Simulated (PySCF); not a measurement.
## Orbital picture of GaH

r²SCAN at R = 1.682 Å; PySCF, scalar-relativistic core potentials, basis sets Ga cc-pVTZ-PP with ECP10, H cc-pVTZ. State: ¹Σ⁺ (singlet), closed shell. Only the outer orbitals are listed, counted within each symmetry, core potentials removing the inner ones.

```
orbital  occ.  ε (eV)  on Ga (%)           main shells (%)
     1δ     2  -20.01        100                  100 Ga d
     1δ     2  -20.01        100                  100 Ga d
     2π     2  -19.76        100                  100 Ga d
     2π     2  -19.76        100                  100 Ga d
     3σ     2  -19.74         99                   99 Ga d
     4σ     2  -10.06         76           73 Ga s, 24 H s
     5σ     2   -5.23         64  41 Ga p, 36 H s, 21 Ga s
     3π     0   -2.22         99                   99 Ga p
     3π     0   -2.22         99                   99 Ga p
     6σ     0    1.59         74  44 Ga p, 26 H s, 23 Ga s
```

**Question.** Which are the highest filled and the lowest empty level, where do they sit, and how wide is the gap?

**Answer.** Highest filled 5σ at -5.23 eV (in %: 41 Ga p, 36 H s, 21 Ga s); lowest empty 3π at -2.22 eV (in %: 99 Ga p); the gap at r²SCAN is 3.01 eV.

* bond order (Mayer): 0.93
* ⟨S²⟩: 0.000
* charge on Ga (Mulliken, basis-dependent): 0.21
* charge on Ga (Löwdin, basis-dependent): 0.24
* dipole moment (positive dipole means Ga(−)H(+)): -0.46 D
